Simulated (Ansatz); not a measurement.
Reactions of `[OH][Zr]([OH])([Cl])[c]1ccccc1`.

Gas-phase electronic energies from Ansatz, PBE0-D4/def2-TZVP geometries. CCSD(T)/CBS adds triple-zeta CCSD(T) − MP2 to the extrapolated MP2 energy (def2 sets, frozen cores). This one scheme is used for every species. DFT in def2-TZVPP. B3LYP here is the variant with VWN-RPA as its local correlation; programs differ in this. def2 core potentials past Kr. For Zr outer-core shells are correlated without core-valence functions, which leaves a few kJ/mol of doubt a bond. One conformer a species, not always the lowest.

```tsv
reaction	B3LYP-D4 (kJ/mol)	MP2/CBS(def2) (kJ/mol)	ωB97M-V (kJ/mol)	r2SCAN-D4 (kJ/mol)	CCSD(T)/CBS(def2) (kJ/mol)
`[OH][Zr]([OH])([Cl])[c]1ccccc1` + `c1ccccc1` → `[OH][Zr]([OH])([c]1ccccc1)[c]1ccccc1` + HCl	213	208	216	218	209
`[OH][Zr]([OH])([Cl])[c]1ccccc1` + H₂O → `[OH][Zr]([OH])([OH])[Cl]` + `c1ccccc1`	-167	-157	-171	-169	-160
`[OH][Zr]([OH])([Cl])[c]1ccccc1` + HCl → `[OH][Zr]([OH])([Cl])[Cl]` + `c1ccccc1`	-202	-199	-206	-208	-199
`[OH][Zr]([OH])([Cl])[c]1ccccc1` + H₂S → `[OH][Zr]([OH])([SH])[Cl]` + `c1ccccc1`	-132	-132	-135	-139	-131
`[OH][Zr]([OH])([Cl])[c]1ccccc1` + CH₃OH → `C[O][Zr]([OH])([Cl])[c]1ccccc1` + H₂O	-15	-18	-11	-13	-17
`[OH][Zr]([OH])([Cl])[c]1ccccc1` + `C#C` → `C#[C][Zr]([OH])([OH])[Cl]` + `c1ccccc1`	-67	-62	-70	-72	-65
```

Largest T1 diagnostic: 0.017, for `[OH][Zr]([OH])([SH])[Cl]`.
